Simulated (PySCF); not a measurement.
Two-component Hartree-Fock for Ta (tantalum, neutral)

Start: [Xe] 4f14 5d3 6s2; 5d3/2 filled at m_j = -1/2, +1/2, +3/2. Calculated with PySCF 2.14 in x2c-TZVPPall-2c (11s11p10d3f1g, 124 functions): generalised Hartree-Fock with the X2C-1e Hamiltonian and a Gaussian nucleus; one run each with spin-orbit coupling (SO) switched off, then screened by Boettger's factors.

```
spinor shell  electrons  ε, spin-free (eV)  ε, screened SO (eV)  weight of nominal j (screened SO)  rms radius, screened SO (bohr)
       1s1/2          2           -67776.1             -67756.2                              1.000                          0.0211
       2s1/2          2           -11785.0             -11778.8                              1.000                          0.0853
       2p1/2          2           -10330.1             -11236.2                              1.000                          0.0726
       3s1/2          2            -2761.4              -2759.3                              1.000                           0.218
       3p1/2          2            -2321.1              -2518.5                              1.000                           0.210
       3p3/2          4            -2321.1              -2239.0                              1.000                           0.225
       3d3/2          4            -1802.0              -1837.1                              1.000                           0.199
       3d5/2          6            -1802.0              -1776.6                              1.000                           0.203
       4s1/2          2            -594.88              -594.13                              1.000                           0.488
       4p1/2          2            -447.74              -493.58                              1.000                           0.497
       4p3/2          4            -447.74              -428.43                              1.000                           0.530
       4d3/2          4            -255.68              -262.77                              1.000                           0.557
       4d5/2          6            -255.68              -250.26                              1.000                           0.569
       5s1/2          2            -87.022              -86.783                              1.000                            1.18
       5p1/2          2            -48.180              -55.863                              0.957                            1.33
       5p3/2          4            -48.180              -44.694                              0.977                            1.42
       4f5/2          6            -40.675              -41.508                              0.995                           0.705
       4f7/2          8            -40.675              -39.371                              0.996                           0.706
       5d3/2          3             -8.911               -8.967                              0.706                            2.31
       6s1/2          2             -6.865               -6.835                              0.995                            3.83
```

(1) Where does 2p3/2 lie, and what is the 2p spin-orbit splitting (screened SO)?

| quantity | spin-free | screened SO |
| --- | --- | --- |
| E (hartree) | -15592.95550 | -15610.32210 |
| M_J | 3/2 | 3/2 |
| ⟨J²⟩ | 6.805 | 6.062 |
| ⟨L²⟩ | 12.029 | 11.960 |
| ⟨S²⟩ | 3.776 | 3.790 |

The determinant has a definite M_J but mixes levels of different J.

Each row is a mean over spinors that exchange with the open shell spreads, by up to 2.497 eV (5s1/2).

Rows whose weight is well below 1 are mixtures of j = l ± 1/2: exchange outweighs spin-orbit coupling there, and the label is only the starting occupation.

Breit and QED terms are absent; they matter most for the inner s and p1/2 levels.

Densities and radii are taken from the X2C orbitals without a picture-change correction, which distorts them close to the nucleus.

Without spin-orbit coupling the j labels of p, d and f shells carry no meaning; the spin-free column gives the mean over the occupied spinors of each nl shell, and its ⟨J²⟩ belongs to a mixture of degenerate components.

Answers

(1) At -9960.4 eV, 1275.8 eV above 2p1/2.
